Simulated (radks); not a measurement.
Species: Sn IV. Configuration: [Kr] 4d10 5p1 (not the ground configuration).

Method: scalar-relativistic Kohn-Sham, r2SCAN, spin-polarised, spherical densities, finite nucleus; open shells are filled with parallel spins first (spin-orbit coupling, left out, can overturn this in heavy ions); meta-GGA in the generalised Kohn-Sham scheme; Fermi nuclear charge, rms radius 4.6519 fm; computed with a radial shooting solver on a logarithmic mesh with Libxc functionals.

Energy parts (eV):
| part | energy |
|---|---|
| total | -168048.182 |
| kinetic | 175456.837 |
| electron-nucleus | -404912.101 |
| Hartree | 65884.135 |
| exchange-correlation | -4477.053 |

Orbitals (lengths in bohr, moments of r in powers of bohr; r(max) is where P^2 peaks):
orbital  occ.  eigenvalue (eV)   r(max)      <r>      <r^4>
1s up       1        -29098.45  0.01878  0.02906  3.412e-06
1s down     1        -29098.40  0.01878  0.02906  3.412e-06
2s down     1        -4434.670   0.1060   0.1255  0.0005928
2s up       1        -4434.664   0.1060   0.1255  0.0005928
2p up       3        -3981.215  0.08496   0.1096  0.0004272
2p down     3        -3981.192  0.08496   0.1096  0.0004272
3s up       1        -887.0764   0.3071   0.3386    0.02624
3s down     1        -887.0517   0.3071   0.3386    0.02624
3p up       3        -737.8108   0.3007   0.3372    0.02786
3p down     3        -737.7780   0.3007   0.3372    0.02786
3d up       5        -508.4701   0.2515   0.3146    0.02551
3d down     5        -508.4401   0.2515   0.3146    0.02551
4s up       1        -168.4040   0.7468   0.8202     0.8585
4s down     1        -168.3286   0.7470   0.8204     0.8585
4p up       3        -123.1185   0.7891   0.8857      1.236
4p down     3        -123.0482   0.7893   0.8855      1.230
4d up       5         -57.1595   0.8846    1.078      3.333
4d down     5         -56.9547   0.8842    1.071      3.170
5p up       1         -27.7516    2.218    2.484      70.00
5p down     0         -25.6493    2.203    2.480      71.32

The highest occupied level is 5p up at -27.752 eV. Spin moment in Bohr magnetons: 1. The electron density at the nucleus is 1.964e+05 e/bohr^3 (large components only). The spin density at the nucleus is 0.4029 e/bohr^3 (1s -0.1799, 2s 0.1116, 3s 0.1040, 4s 0.3673). The density falls to 0.001 e/bohr^3 at r = 3.62 bohr. Summed over all electrons, <r^2> = 29.74 bohr^2, which gives a Langevin (diamagnetic) susceptibility term of -23.6 x 10^-6 cm^3/mol.
